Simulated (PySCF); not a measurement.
Isomers of C8H16FN, mass 145.127 u with the commonest isotopes. Level of theory: PBE0/pcSseg-1 in PySCF (dipole) on a GFN2-xTB geometry, gas phase. One conformer each, none proved a minimum here; rigid rotors.

**Question.** Order these by rotational constant A, largest first.
A. `[CH3:1][CH2:2][NH:3][CH2:4][C@@H:5]1[CH2:6][CH2:7][CH2:8][C@@H:9]1[F:10]` with C1–C2–N3–C4 179°, C2–N3–C4–C5 -177°, N3–C4–C5–C6 -75°, C4–C5–C6–C7 -164°, C5–C6–C7–C8 38°, C6–C7–C8–C9 -21°, C7–C8–C9–F10 115°
B. `[CH3:1][C:2]([CH3:3])([CH2:4][CH2:5][F:6])[N:7]1[CH2:8][CH2:9][CH2:10]1` with C1–C2–C4–C5 179°, C2–C4–C5–F6 167°, C1–C2–N7–C8 55°, C2–N7–C8–C9 -145°, N7–C8–C9–C10 13°, C8–C9–C10–N7 -13°, C2–N7–C10–C9 145°
C. `[CH3:1][CH2:2]/[C:3](=[CH:4]\[N:5]([CH3:6])[CH3:7])[CH2:8][CH2:9][F:10]` with C1–C2–C3–C4 55°, C2–C3–C8–C9 74°, C3–C8–C9–F10 180°
D. `[H]/[N:5]=[CH:4]\[CH2:3][C@@H:2]([CH3:1])[CH2:6][C:7]([CH3:8])([CH3:9])[F:10]` with C1–C2–C3–C4 61°, C2–C3–C4–N5 -127°, C1–C2–C6–C7 -103°, C2–C6–C7–C8 60°

**Answer.** A (2856 MHz), D (2738 MHz), C (2047 MHz), B (1786 MHz).

**Question.** Order these by radius of gyration √(Σ m r²/M), smallest first.
A. `[H]/[N:5]=[CH:4]\[CH2:3][C@@H:2]([CH3:1])[CH2:6][C:7]([CH3:8])([CH3:9])[F:10]` with C1–C2–C3–C4 61°, C2–C3–C4–N5 -127°, C1–C2–C6–C7 -103°, C2–C6–C7–C8 60°
B. `[CH3:1][CH2:2][NH:3][CH2:4][C@@H:5]1[CH2:6][CH2:7][CH2:8][C@@H:9]1[F:10]` with C1–C2–N3–C4 179°, C2–N3–C4–C5 -177°, N3–C4–C5–C6 -75°, C4–C5–C6–C7 -164°, C5–C6–C7–C8 38°, C6–C7–C8–C9 -21°, C7–C8–C9–F10 115°
C. `[CH3:1][C:2]([CH3:3])([CH2:4][CH2:5][F:6])[N:7]1[CH2:8][CH2:9][CH2:10]1` with C1–C2–C4–C5 179°, C2–C4–C5–F6 167°, C1–C2–N7–C8 55°, C2–N7–C8–C9 -145°, N7–C8–C9–C10 13°, C8–C9–C10–N7 -13°, C2–N7–C10–C9 145°

**Answer.** C (2.289 Å), A (2.584 Å), B (2.624 Å).

**Question.** Order these by dipole moment, smallest first.
A. `[CH3:1][CH2:2]/[C:3](=[CH:4]\[N:5]([CH3:6])[CH3:7])[CH2:8][CH2:9][F:10]` with C1–C2–C3–C4 55°, C2–C3–C8–C9 74°, C3–C8–C9–F10 180°
B. `[H]/[N:5]=[CH:4]\[CH2:3][C@@H:2]([CH3:1])[CH2:6][C:7]([CH3:8])([CH3:9])[F:10]` with C1–C2–C3–C4 61°, C2–C3–C4–N5 -127°, C1–C2–C6–C7 -103°, C2–C6–C7–C8 60°
C. `[CH3:1][CH2:2][NH:3][CH2:4][C@@H:5]1[CH2:6][CH2:7][CH2:8][C@@H:9]1[F:10]` with C1–C2–N3–C4 179°, C2–N3–C4–C5 -177°, N3–C4–C5–C6 -75°, C4–C5–C6–C7 -164°, C5–C6–C7–C8 38°, C6–C7–C8–C9 -21°, C7–C8–C9–F10 115°
D. `[CH3:1][C:2]([CH3:3])([CH2:4][CH2:5][F:6])[N:7]1[CH2:8][CH2:9][CH2:10]1` with C1–C2–C4–C5 179°, C2–C4–C5–F6 167°, C1–C2–N7–C8 55°, C2–N7–C8–C9 -145°, N7–C8–C9–C10 13°, C8–C9–C10–N7 -13°, C2–N7–C10–C9 145°

**Answer.** C (1.28 D), D (2.64 D), A (2.87 D), B (3.55 D).

```json
{"SMILES": "CCNC[C@@H]1CCC[C@@H]1F", "point group": "C1", "Ia (u·Å²)": "176.96", "Ib (u·Å²)": "851.46", "Ic (u·Å²)": "969.64", "κ": "-0.94", "μa (D)": "0.06", "μb (D)": "1.27", "μc (D)": "0.12"}
{"SMILES": "[H]/N=C\\C[C@@H](C)CC(C)(C)F", "point group": "C1", "Ia (u·Å²)": "184.59", "Ib (u·Å²)": "851.54", "Ic (u·Å²)": "901.26", "κ": "-0.97", "μa (D)": "2.59", "μb (D)": "1.09", "μc (D)": "2.16"}
{"SMILES": "CC(C)(CCF)N1CCC1", "point group": "C1", "Ia (u·Å²)": "282.98", "Ib (u·Å²)": "561.17", "Ic (u·Å²)": "676.69", "κ": "-0.70", "μa (D)": "2.36", "μb (D)": "1.17", "μc (D)": "0.07"}
{"SMILES": "CC/C(=C\\N(C)C)CCF", "point group": "C1", "Ia (u·Å²)": "246.92", "Ib (u·Å²)": "781.80", "Ic (u·Å²)": "911.61", "κ": "-0.88", "μa (D)": "2.86", "μb (D)": "0.22", "μc (D)": "0.01"}
```
